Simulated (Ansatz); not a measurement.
Reaction (cleavage of the Si–Si bond): `C[Si](N)(O)[SiH3]` + `[OH][GeH2][OH]` → `[OH][GeH2][O][SiH3]` + `C[SiH](N)O`

Gas-phase electronic energies from Ansatz, PBE0-D4/def2-TZVP geometries. CCSD(T)/CBS adds triple-zeta CCSD(T) − MP2 to the extrapolated MP2 energy (def2 sets, frozen cores). DFT in def2-TZVPP. For Ge outer-core shells are correlated without core-valence functions, which leaves a few kJ/mol of doubt a bond. Scalar relativity is left out up to krypton. Each species was taken in one conformer, which may not be the lowest.

`C[Si](N)(O)[SiH3]`:

Cartesian coordinates in Å:
```
C -1.797 0.055 0.021
Si 0.035 0.264 0.309
N 0.478 1.716 -0.501
O 0.420 0.382 1.912
Si 1.256 -1.614 -0.391
H -2.016 -0.122 -1.036
H -2.179 -0.797 0.589
H -2.346 0.946 0.339
H -0.100 2.083 -1.238
H 1.443 1.976 -0.628
H 0.190 1.213 2.335
H 0.977 -2.826 0.429
H 0.919 -1.937 -1.808
H 2.720 -1.340 -0.331
```

`[OH][GeH2][OH]`:

Cartesian coordinates in Å:
```
O -0.026 1.315 -0.845
Ge -0.454 -0.061 0.193
O 0.424 -1.520 -0.300
H 0.708 1.832 -0.507
H -0.096 0.294 1.652
H -1.921 -0.374 -0.081
H 1.364 -1.486 -0.112
```

`[OH][GeH2][O][SiH3]`:

```xyz
10

O    -1.750    0.862    0.958
Ge   -1.358   -0.459   -0.154
O     0.270   -0.203   -0.798
Si    1.741    0.018   -0.115
H    -1.849    1.710    0.519
H    -2.276   -0.457   -1.383
H    -1.386   -1.721    0.710
H     1.954    1.448    0.235
H     2.774   -0.401   -1.095
H     1.879   -0.797    1.124
```

`C[SiH](N)O`:

Z-matrix (Å, degrees):
```
C
Si 1 1.862
H 1 1.092 2 110.2
H 1 1.094 2 111.2 3 119.4
H 1 1.093 2 111.4 3 -119.9
N 2 1.716 1 106.8 3 175.6
O 2 1.649 1 113.3 3 54.6
H 2 1.487 1 110.5 3 -59.5
H 6 1.006 2 120.4 1 21.4
H 6 1.007 2 121.6 1 170.4
H 7 0.959 2 115.6 1 73.3
```

CCSD(T)/CBS gives -112.7 kJ/mol.

Problem. Another level gave -95.3 kJ/mol. Which?
A. MP2/def2-TZVPP
B. PBE0/def2-TZVPP
C. ωB97M-V/def2-TZVPP
D. PBE-D4/def2-TZVPP

Solution. B. PBE0 -95.3, ωB97M-V -114.2, PBE-D4 -82.8, MP2/def2-TZVPP -120.6 kJ/mol.

Largest T1 diagnostic among the species: 0.012.

The D4 term adds +3.3 kJ/mol with B3LYP and +2.0 kJ/mol with PBE0; it sums over pairs of atoms, weighted by their polarisabilities, and B3LYP, whose exchange is more repulsive, gets the larger term. In def2-TZVPP, CCSD(T) changes the Hartree–Fock value by +29.7 kJ/mol (the triples alone add +4.3 kJ/mol) and MP2 by +22.7 kJ/mol. From PBE to PBE0 (25 % exact exchange), in def2-TZVPP and without D4, ΔE moves by −10.4 kJ/mol.

B3LYP here is the variant with VWN-RPA as its local correlation; programs differ in this.
